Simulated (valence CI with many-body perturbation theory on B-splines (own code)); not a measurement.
## Kr⁵⁺: calculated level list

Computed by relativistic CI+MBPT: three valence electrons over a frozen Dirac-Fock core [Ar] 3d10, radial functions for each j: 11 s, 11 p, 9 d, 7 f, 5 g, 2 h, 1 i, with the one-electron correlation potential Σ1, the two-electron term Σ2, the three-electron term Σ3, Breit, model QED; selected CI, second order for the rest, scaled by the run's own slope (own B-spline code, finite nucleus).

Against 39 measured levels this calculation errs by 174 cm⁻¹ on average and by 872 at most. These come from a selection out of Saloman, J. Phys. Chem. Ref. Data 36, 215 (2007). Levels without a partner in it may be off by more. 4 measured levels below the end of the list, from 390595 cm⁻¹ on, found no clear computed partner, and computed levels of the same name lie up to 2816 cm⁻¹ from them.

Levels 46 to 71 of 71, with energies above the lowest level, 4s2 4p 2P°_1/2. "Leading %" is the weight of the configuration and term that name the level; weights of strongly mixed levels are sums over their largest components and can fall short. In the jj column 3d3/2^4 stands for four electrons in 3d with j = 3/2. Lifetimes count E1, E2, E3, M1 and M2 decay at the calculated energies, and are blank where another channel may lead or the interval is too uncertain; long ones can be off by a factor of two.

```tsv
No.	Configuration	Term	J	E (eV)	Leading %	Lifetime	Leading jj	g
46	4s 4p 4d	2F°	7/2	49.431	60	28.0 ps	4s^2 4f7/2 (35 %)	1.143
47	4s 4p 4d	2F°	5/2	49.543	60	27.1 ps	4s 4p3/2 4d3/2 (37 %)	0.867
48	4s 4p 5s	4P°	5/2	49.544	98	75.3 ps	4s 4p3/2 5s (98 %)	1.597
49	4s2 5d	2D	3/2	49.571	96	294 ps	4s^2 5d3/2 (96 %)	0.799
50	4s2 5d	2D	5/2	49.616	96	315 ps	4s^2 5d5/2 (96 %)	1.200
51	4s 4p 5s	2P°	1/2	49.920	93	48.2 ps	4s 4p1/2 5s (74 %)	0.692
52	4s 4p 5s	2P°	3/2	50.649	91	45.1 ps	4s 4p3/2 5s (89 %)	1.345
53	4s2 6s	2S	1/2	52.428	96	81.4 ps	4s^2 6s (96 %)	2.002
54	4s 4p 5p	4D	1/2	54.258	70	233 ps	4s 4p1/2 5p1/2 (93 %)	0.203
55	4s 4p 5p	4D	3/2	54.545	75	238 ps	4s 4p1/2 5p1/2 (62 %)	1.234
56	4s2 6p	2P°	1/2	54.783	50	61.3 ps	4s^2 6p1/2 (50 %)	0.668
57	4s 4p 5s	2P°	3/2	54.926	50	62.0 ps	4s^2 6p3/2 (44 %)	1.335
58	4s 4p 5p	2P	3/2	54.948	49	214 ps	4s 4p1/2 5p3/2 (70 %)	1.421
59	4s 4p 5p	2P	1/2	54.959	65	201 ps	4s 4p1/2 5p3/2 (59 %)	0.673
60	4s 4p 5p	4D	5/2	55.013	88	269 ps	4s 4p1/2 5p3/2 (58 %)	1.387
61	4s 4p 5p	4P	1/2	55.144	88	288 ps	4s 4p1/2 5p1/2 (60 %)	2.474
62	4s 4p 5p	4P	3/2	55.475	67	261 ps	4s 4p3/2 5p1/2 (44 %)	1.609
63	4s 4p 5p	4D	7/2	55.651	96	273 ps	4s 4p3/2 5p3/2 (96 %)	1.429
64	4s 4p 5p	4P	5/2	55.836	83	292 ps	4s 4p3/2 5p1/2 (51 %)	1.557
65	4s 4p 5s	2P°	1/2	55.887	49	66.2 ps	4s^2 6p1/2 (46 %)	0.668
66	4s2 6p	2P°	3/2	55.944	52	76.2 ps	4s^2 6p3/2 (52 %)	1.335
67	4s 4p 5p	2D	3/2	56.048	71	211 ps	4s 4p1/2 5p3/2 (48 %)	1.088
68	4s 4p 5p	4S	3/2	56.305	66	243 ps	4s 4p3/2 5p3/2 (69 %)	1.715
69	4s 4p 5p	2D	5/2	56.659	90	211 ps	4s 4p3/2 5p3/2 (65 %)	1.227
70	4p2 4d	2F	5/2	57.111	69	1.19 ns	4p1/2 4p3/2 4d3/2 (33 %)	0.866
71	4p2 4d	4F	3/2	57.167	75	520 ps	4p1/2^2 4d3/2 (38 %)	0.424
```

Names give the largest LS component (configuration and term), which can be under half, so a name can repeat, a term be missing and a line seem to break the LS rules; names also repeat where a configuration has a term twice.

Where two levels of one J and parity lie close, their mixing, g and order are uncertain.
